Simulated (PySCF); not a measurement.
**Diatomics of C with group 14**

PBE with double-zeta basis sets in PySCF, for the lowest determinant that a PBE0 search found; no spin–orbit coupling. De refers to high-spin ground-configuration atoms. A positive dipole means M(−)C(+).

```csv
M,basis,state (unpaired electrons),Re (Å),ωe (cm⁻¹),De (eV),μ (D)
C,aug-cc-pVDZ,"triplet (σ ↑, π ↑)",1.327,1643,6.77,n/a
Si,cc-pV(D+d)Z/cc-pVDZ,"triplet (σ ↑, π ↑)",1.738,949,4.72,-1.49
Ge,aug-cc-pVDZ-PP/aug-cc-pVDZ,"triplet (σ ↑, π ↑)",1.823,781,4.17,-2.08
Sn,def2-SVP,"triplet (σ ↑, π ↑)",2.027,660,3.57,-2.44
```

The shortest bond is that of C2 (1.327 Å), the longest that of SnC (2.027 Å). C2 is bound most strongly (6.77 eV) and SnC least (3.57 eV).

The rows differ in basis set, which adds steps of its own.

Relativity is treated differently too: C no relativity; Si no relativity; Ge scalar-relativistic core potentials; Sn scalar-relativistic core potentials.

Down a group bonds as a rule get longer and wavenumbers fall, partly through the reduced mass; this series shows no clear exception.

Spin–orbit coupling is left out, which matters for elements this heavy, above all for dissociation energies. States were picked by a PBE0 search and need not be the measured ground states.
